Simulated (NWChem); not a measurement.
The numbers come from NWChem runs, not from measurements. System: acetate (C2H3O2 (-1)), charge -1, spin multiplicity 1, at a geometry optimised with PBE/def2-SVP. Level: RHF/def2-TZVPD.

Output (cleaned and shortened):

```
             Northwest Computational Chemistry Package (NWChem) 7.3.0
             --------------------------------------------------------

                                NWChem Input Module
                                -------------------

 Scaling coordinates for geometry "geometry" by  1.889725989
 (inverse scale =  0.529177249)

                             Geometry "geometry" -> ""
                             -------------------------

 Output coordinates in angstroms (scale by  1.889725989 to convert to a.u.)

  No.       Tag          Charge          X              Y              Z
 ---- ---------------- ---------- -------------- -------------- --------------
    1 C                    6.0000    -1.35383600    -0.16074800    -0.00113700
    2 C                    6.0000     0.22470000     0.01914700    -0.00017300
    3 O                    8.0000     0.89509400    -1.03858400    -0.13587100
    4 O                    8.0000     0.60795700     1.21207800     0.13654400
    5 H                    1.0000    -1.78447900     0.24834000     0.94091000
    6 H                    1.0000    -1.66140200    -1.22336700    -0.11200700
    7 H                    1.0000    -1.80371400     0.43668300    -0.82642900

 Effective nuclear repulsion energy (a.u.)     110.6457224265

            Nuclear Dipole moment (a.u.)
            ----------------------------
        X                 Y               Z
 ---------------- ---------------- ----------------
    -0.0000056692     0.0000037795    -0.0000037795


 Summary of "ao basis" -> "" (spherical)
 ------------------------------------------------------------------------------
       Tag                 Description            Shells   Functions and Types
 ---------------- ------------------------------  ------  ---------------------
 *                         def2-tzvpd                 on all atoms

 Summary of "ao basis" -> "ao basis" (spherical)
 ------------------------------------------------------------------------------
       Tag                 Description            Shells   Functions and Types
 ---------------- ------------------------------  ------  ---------------------
 C                         def2-tzvpd               13       37   6s3p3d1f
 O                         def2-tzvpd               14       40   6s4p3d1f
 H                         def2-tzvpd                5        9   3s2p

                                 NWChem SCF Module
                                 -----------------

  ao basis        = "ao basis"
  functions       =   181
  atoms           =     7
  closed shells   =    16
  open shells     =     0
  charge          =  -1.00
  wavefunction    = RHF
  use symmetry    = F
  symmetry adapt  = F

 Summary of "ao basis" -> "ao basis" (spherical)
 ------------------------------------------------------------------------------
       Tag                 Description            Shells   Functions and Types
 ---------------- ------------------------------  ------  ---------------------
 C                         def2-tzvpd               13       37   6s3p3d1f
 O                         def2-tzvpd               14       40   6s4p3d1f
 H                         def2-tzvpd                5        9   3s2p

 Forming initial guess at       0.2s

      Superposition of Atomic Density Guess
      -------------------------------------

 Sum of atomic energies:        -226.41094758

 Renormalizing density from      31.00 to     32

      Non-variational initial energy
      ------------------------------

 Total energy =    -232.475927
 1-e energy   =    -545.096863
 2-e energy   =     201.975213
 HOMO         =       0.008728
 LUMO         =       0.196450

 Starting SCF solution at       5.1s

 ----------------------------------------------
         Quadratically convergent ROHF

 Convergence threshold     :          1.000E-07
 Maximum no. of iterations :          100
 Final Fock-matrix accuracy:          1.000E-09
 ----------------------------------------------

              iter       energy          gnorm     gmax       time
             ----- ------------------- --------- --------- --------
                 1     -227.1773890706  1.64D+00  3.12D-01     10.7
                 2     -227.3211531714  3.65D-01  5.80D-02     19.5
                 3     -227.3319252892  3.01D-02  5.12D-03     32.1
                 4     -227.3320388412  3.15D-04  5.73D-05     52.5
                 5     -227.3320388547  8.51D-08  1.89D-08     92.7

       Final RHF  results
       ------------------

         Total SCF energy =   -227.332038854692
      One-electron energy =   -538.432080245749
      Two-electron energy =    200.454318964602
 Nuclear repulsion energy =    110.645722426454

        Time for solution =     87.6s

             Final eigenvalues
             -----------------

              1
    1  -20.2894
    2  -20.2869
    3  -11.1370
    4  -11.0526
    5   -1.1584
    6   -1.0620
    7   -0.7783
    8   -0.5091
    9   -0.4119
   10   -0.4106
   11   -0.4014
   12   -0.3593
   13   -0.3171
   14   -0.2062
   15   -0.1910
   16   -0.1906
   17    0.2014
   18    0.2205
   19    0.2321
   20    0.2553
   21    0.2751
   22    0.2776
   23    0.2862
   24    0.2913
   25    0.3145
   26    0.3359

                       ROHF Final Molecular Orbital Analysis
                       -------------------------------------

 Vector   14  Occ=2.000000D+00  E=-2.061992D-01
              MO Center=  6.2D-01,  3.0D-02, -4.4D-03, r^2= 2.2D+00
   Bfn.  Coefficient  Atom+Function         Bfn.  Coefficient  Atom+Function
  ----- ------------  ---------------      ----- ------------  ---------------
   121      0.275058  4 O  px               124      0.247149  4 O  px
    81     -0.237944  3 O  px                82     -0.235166  3 O  py
    84     -0.213442  3 O  px                85     -0.211681  3 O  py
   127      0.189257  4 O  px               122     -0.169703  4 O  py
    87     -0.164675  3 O  px                88     -0.153703  3 O  py

 Vector   15  Occ=2.000000D+00  E=-1.909536D-01
              MO Center=  7.1D-01,  1.0D-01,  2.7D-03, r^2= 2.0D+00
   Bfn.  Coefficient  Atom+Function         Bfn.  Coefficient  Atom+Function
  ----- ------------  ---------------      ----- ------------  ---------------
   123     -0.314500  4 O  pz                83      0.307904  3 O  pz
   126     -0.287102  4 O  pz                86      0.281231  3 O  pz
   129     -0.207476  4 O  pz                89      0.203398  3 O  pz

 Vector   16  Occ=2.000000D+00  E=-1.905753D-01
              MO Center=  2.7D-01,  7.2D-02,  5.0D-03, r^2= 2.5D+00
   Bfn.  Coefficient  Atom+Function         Bfn.  Coefficient  Atom+Function
  ----- ------------  ---------------      ----- ------------  ---------------
   121      0.284219  4 O  px                81      0.270194  3 O  px
   124      0.253785  4 O  px                84      0.239209  3 O  px
     7      0.200846  1 C  px                10      0.189071  1 C  px
   127      0.188322  4 O  px                87      0.171741  3 O  px

 Vector   17  Occ=0.000000D+00  E= 2.014388D-01
              MO Center= -9.4D-01, -2.3D-01, -1.3D-02, r^2= 1.5D+01
   Bfn.  Coefficient  Atom+Function         Bfn.  Coefficient  Atom+Function
  ----- ------------  ---------------      ----- ------------  ---------------
     5      9.504406  1 C  s                 43      4.899795  2 C  s
    80     -4.602772  3 O  s                120     -4.462899  4 O  s
    50      3.204553  2 C  px               166     -3.040296  6 H  s
     6      2.736887  1 C  s                157     -2.513120  5 H  s
   175     -2.507925  7 H  s                 13      1.092170  1 C  px

 Vector   18  Occ=0.000000D+00  E= 2.204856D-01
              MO Center= -3.9D-01, -1.8D-01, -1.7D-02, r^2= 1.9D+01
   Bfn.  Coefficient  Atom+Function         Bfn.  Coefficient  Atom+Function
  ----- ------------  ---------------      ----- ------------  ---------------
    43     13.394824  2 C  s                 42      8.021835  2 C  s
    80     -8.039408  3 O  s                120     -7.274665  4 O  s
     5     -5.738811  1 C  s                  6     -5.758533  1 C  s
   166      3.258221  6 H  s                157      1.901023  5 H  s
   175      1.884347  7 H  s                 79     -1.708408  3 O  s

 Vector   19  Occ=0.000000D+00  E= 2.320559D-01
              MO Center=  8.6D-01,  3.5D-01,  3.0D-02, r^2= 1.9D+01
   Bfn.  Coefficient  Atom+Function         Bfn.  Coefficient  Atom+Function
  ----- ------------  ---------------      ----- ------------  ---------------
   120     -6.690504  4 O  s                 80      6.446100  3 O  s
    51      3.376045  2 C  py               131      2.836293  4 O  py
    91      2.564599  3 O  py                 5      1.682535  1 C  s
   119     -1.511118  4 O  s                 79      1.502658  3 O  s
    63      1.186395  2 C  d -2             128      0.978959  4 O  py

 center of mass
 --------------
 x =   0.16654215 y =   0.01707583 z =  -0.00007884

 moments of inertia (a.u.)
 ------------------
         160.736204484601          -1.218716118828           2.148260130770
          -1.218716118828         186.858131224751         -17.556574709592
           2.148260130770         -17.556574709592         331.976484756705

  Mulliken analysis of the total density
  --------------------------------------

    Atom       Charge   Shell Charges
 -----------   ------   -------------------------------------------------------
    1 C    6     6.18   0.85  1.12  0.47  0.72 -0.23  0.03  1.22  1.37  0.53  0.02  0.04  0.02  0.00
    2 C    6     5.44   0.86  1.12  0.52  0.47  0.06 -0.04  1.10  0.93  0.02  0.07  0.24  0.06  0.03
    3 O    8     8.78   0.79  1.18  0.57  0.93  0.41  0.07  1.83  1.99  0.90  0.06  0.00  0.03 -0.00  0.00
    4 O    8     8.79   0.79  1.18  0.57  0.93  0.42  0.07  1.83  2.00  0.90  0.07  0.00  0.03 -0.00  0.00
    5 H    1     0.94   0.26  0.50  0.13  0.02  0.02
    6 H    1     0.91   0.26  0.51  0.10  0.02  0.02
    7 H    1     0.94   0.26  0.50  0.13  0.02  0.02

       Multipole analysis of the density wrt the origin
       ------------------------------------------------

     L   x y z        total         open         nuclear
     -   - - -        -----         ----         -------
     0   0 0 0     -1.000000      0.000000     31.000000

     1   1 0 0     -1.573552      0.000000     -0.000006
     1   0 1 0     -0.190057      0.000000      0.000004
     1   0 0 1     -0.001585      0.000000     -0.000004

     2   2 0 0    -24.062479      0.000000    106.648471
     2   1 1 0      0.355156      0.000000      2.111771
     2   1 0 1      0.110367      0.000000     -1.078950
     2   0 2 0    -26.878137      0.000000     79.593843
     2   0 1 1     -0.938093      0.000000      8.798402
     2   0 0 2    -19.169985      0.000000      6.705357

 Task  times  cpu:       92.8s     wall:       92.8s

 Total times  cpu:       92.8s     wall:       92.8s
```

**Question.** Write an NWChem input that would produce this output.

**Answer.** This is not unique; one that fits is 
```
start mol
memory heap 200 mb stack 900 mb global 1100 mb
charge -1
geometry units angstroms nocenter noautoz noautosym
  C     -1.353836    -0.160748    -0.001137
  C      0.224700     0.019147    -0.000173
  O      0.895094    -1.038584    -0.135871
  O      0.607957     1.212078     0.136544
  H     -1.784479     0.248340     0.940910
  H     -1.661402    -1.223367    -0.112007
  H     -1.803714     0.436683    -0.826429
end
basis spherical
  * library def2-tzvpd
end
scf
  rhf
  nopen 0
  maxiter 100
  thresh 1e-7
  semidirect memsize 60000000 filesize 0
end
task scf energy
```
